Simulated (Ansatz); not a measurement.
This triplet is an excited state, 2.44 eV above the relaxed singlet at the level frozen-core CCSD(T)/cc-pVTZ // B3LYP-D3(BJ)/def2-TZVP (Ansatz, an electronic-structure program).

These are B3LYP-D3(BJ)/def2-TZVP (Ansatz) values and carry that method's errors. No frequencies were computed at this level.

Ansatz 0.2 input:
```yaml
crystal:
  periodic: [false, false, false]
  atoms:
    - { symbol: O, position_ang: [-1.493905, -0.406831, -0.199239] }
    - { symbol: Ge, position_ang: [-0.273951, -0.007184, 1.079333] }
    - { symbol: S, position_ang: [1.650143, 0.666658, -0.041214] }
    - { symbol: H, position_ang: [-2.155248, 0.234172, -0.458501] }
    - { symbol: H, position_ang: [2.272962, -0.486816, -0.380379] }
basis:
  gaussian: { orbitals: def2-tzvp }
hamiltonian:
  xc: b3lyp
  dispersion: d3bj
relax:
  max_steps: 150
magnetization:
  spin_polarized: true
  initial_magnetization: 2
```

Output:

```
Functional definition: B3LYP
899 factors; their error is unknown
mean field evaluation 1: about -69428.5549 eV, gradient 4.4e1 eV
mean field evaluation 2: about -69369.0839 eV, gradient 1.2e2 eV
mean field evaluation 4: about -69434.0711 eV, gradient 1.2e1 eV
mean field evaluation 8: about -69434.8864 eV, gradient 8.6e-2 eV
mean field evaluation 16: about -69435.1229 eV, gradient 1.1e-3 eV
mean field -69435.12294362 eV, -2551.6937033615 hartree, gradient 2.4e-5 eV, S^2 2.006907; 2 other end points of the search recorded, 0 dependent functions left out
reference -69435.12315843 eV, -2551.6937112553 hartree; 30, 28 occupied and 98, 100 virtual orbitals, 899 factors
relax step   1: F+E_penalty+E_count = -69435.31289625 eV  Δ(F+E_penalty+E_count) = +0.000e0 eV  max|allowed force component| = 7.264e-1 eV/Å  Δτ_max = 0.0000 Å  (53 SCF iters, accepted)
these checks for a lower state are left out or cut short: starts, cluster_reference, orbital_swaps, neighbouring_geometries, increment
899 factors; their error is unknown
mean field evaluation 32: about -69434.9575 eV, gradient 2.6e-2 eV
mean field -69435.19331510 eV, -2551.6962894656 hartree, gradient 1.6e-5 eV, S^2 2.006231; 0 other end points of the search recorded, 0 dependent functions left out
reference -69435.19352936 eV, -2551.6962973394 hartree; 30, 28 occupied and 98, 100 virtual orbitals, 899 factors
relax step   2: F+E_penalty+E_count = -69435.38085744 eV  Δ(F+E_penalty+E_count) = -6.796e-2 eV  max|allowed force component| = 8.718e-1 eV/Å  Δτ_max = 0.1995 Å  (42 SCF iters, accepted)
these checks for a lower state are left out or cut short: starts, cluster_reference, orbital_swaps, neighbouring_geometries, increment
899 factors; their error is unknown
mean field -69435.23404250 eV, -2551.6977861697 hartree, gradient 4.0e-5 eV, S^2 2.006131; 0 other end points of the search recorded, 0 dependent functions left out
reference -69435.23425633 eV, -2551.6977940279 hartree; 30, 28 occupied and 98, 100 virtual orbitals, 899 factors
relax step   3: F+E_penalty+E_count = -69435.42168651 eV  Δ(F+E_penalty+E_count) = -4.083e-2 eV  max|allowed force component| = 7.435e-1 eV/Å  Δτ_max = 0.1098 Å  (36 SCF iters, accepted)
these checks for a lower state are left out or cut short: starts, cluster_reference, orbital_swaps, neighbouring_geometries, increment
899 factors; their error is unknown
mean field -69435.24993639 eV, -2551.6983702596 hartree, gradient 1.0e-5 eV, S^2 2.006004; 0 other end points of the search recorded, 0 dependent functions left out
reference -69435.25014997 eV, -2551.6983781085 hartree; 30, 28 occupied and 98, 100 virtual orbitals, 899 factors
relax step   4: F+E_penalty+E_count = -69435.43778848 eV  Δ(F+E_penalty+E_count) = -1.610e-2 eV  max|allowed force component| = 3.134e-1 eV/Å  Δτ_max = 0.0137 Å  (37 SCF iters, accepted)
these checks for a lower state are left out or cut short: starts, cluster_reference, orbital_swaps, neighbouring_geometries, increment
899 factors; their error is unknown
mean field -69435.25406235 eV, -2551.6985218857 hartree, gradient 1.3e-5 eV, S^2 2.005655; 0 other end points of the search recorded, 0 dependent functions left out
reference -69435.25427512 eV, -2551.6985297049 hartree; 30, 28 occupied and 98, 100 virtual orbitals, 899 factors
relax step   5: F+E_penalty+E_count = -69435.44204022 eV  Δ(F+E_penalty+E_count) = -4.252e-3 eV  max|allowed force component| = 1.600e-1 eV/Å  Δτ_max = 0.0452 Å  (38 SCF iters, accepted)
these checks for a lower state are left out or cut short: starts, cluster_reference, orbital_swaps, neighbouring_geometries, increment
899 factors; their error is unknown
mean field evaluation 64: about -69435.2554 eV, gradient 1.8e-5 eV
mean field -69435.25538633 eV, -2551.6985705412 hartree, gradient 1.8e-5 eV, S^2 2.005862; 0 other end points of the search recorded, 0 dependent functions left out
reference -69435.25559915 eV, -2551.6985783619 hartree; 30, 28 occupied and 98, 100 virtual orbitals, 899 factors
relax step   6: F+E_penalty+E_count = -69435.44362194 eV  Δ(F+E_penalty+E_count) = -1.582e-3 eV  max|allowed force component| = 7.745e-2 eV/Å  Δτ_max = 0.0412 Å  (37 SCF iters, accepted)
these checks for a lower state are left out or cut short: starts, cluster_reference, orbital_swaps, neighbouring_geometries, increment
899 factors; their error is unknown
mean field -69435.25449169 eV, -2551.6985376637 hartree, gradient 1.2e-5 eV, S^2 2.005819; 0 other end points of the search recorded, 0 dependent functions left out
reference -69435.25470451 eV, -2551.6985454848 hartree; 30, 28 occupied and 98, 100 virtual orbitals, 899 factors
relax step   7: F+E_penalty+E_count = -69435.44285643 eV  Δ(F+E_penalty+E_count) = +7.655e-4 eV  max|allowed force component| = 1.400e-1 eV/Å  Δτ_max = 0.0577 Å  (37 SCF iters, rejected (line search))
these checks for a lower state are left out or cut short: starts, cluster_reference, orbital_swaps, neighbouring_geometries, increment
899 factors; their error is unknown
mean field -69435.25680432 eV, -2551.6986226514 hartree, gradient 1.9e-5 eV, S^2 2.005841; 0 other end points of the search recorded, 0 dependent functions left out
reference -69435.25701728 eV, -2551.6986304776 hartree; 30, 28 occupied and 98, 100 virtual orbitals, 899 factors
relax step   8: F+E_penalty+E_count = -69435.44472173 eV  Δ(F+E_penalty+E_count) = -1.100e-3 eV  max|allowed force component| = 8.667e-2 eV/Å  Δτ_max = 0.0269 Å  (38 SCF iters, accepted)
these checks for a lower state are left out or cut short: starts, cluster_reference, orbital_swaps, neighbouring_geometries, increment
899 factors; their error is unknown
mean field -69435.25693597 eV, -2551.6986274892 hartree, gradient 1.1e-5 eV, S^2 2.005811; 0 other end points of the search recorded, 0 dependent functions left out
reference -69435.25714891 eV, -2551.6986353148 hartree; 30, 28 occupied and 98, 100 virtual orbitals, 899 factors
relax step   9: F+E_penalty+E_count = -69435.44491996 eV  Δ(F+E_penalty+E_count) = -1.982e-4 eV  max|allowed force component| = 7.156e-3 eV/Å  Δτ_max = 0.0062 Å  (38 SCF iters, accepted)
899 factors; their error is unknown
mean field evaluation 96: about -69435.0200 eV, gradient 7.6e-2 eV
mean field -69435.25693597 eV, -2551.6986274892 hartree, gradient 3.8e-5 eV, S^2 2.005811; 1 other end points of the search recorded, 0 dependent functions left out
reference -69435.25714891 eV, -2551.6986353148 hartree; 30, 28 occupied and 98, 100 virtual orbitals, 899 factors
Total energy: -69435.44513290 eV, -2551.7055435991 hartree
Atom 0 at    -1.607162    -0.462666    -0.227117 Å, force    -0.004377    -0.000572    -0.002035 eV/Å
Atom 1 at    -0.215660    -0.030743     0.852299 Å, force     0.007156    -0.000085     0.000877 eV/Å
Atom 2 at     1.718929     0.705095    -0.067427 Å, force     0.000289    -0.000495    -0.000156 eV/Å
Atom 3 at    -2.218796     0.278167    -0.323653 Å, force    -0.001018     0.000007    -0.000444 eV/Å
Atom 4 at     2.322691    -0.489854    -0.234103 Å, force    -0.002051     0.001145     0.001758 eV/Å
Dipole moment:    -0.029553     0.093980     0.065336 e Å
```

Cost: around 50 core-seconds (rough).
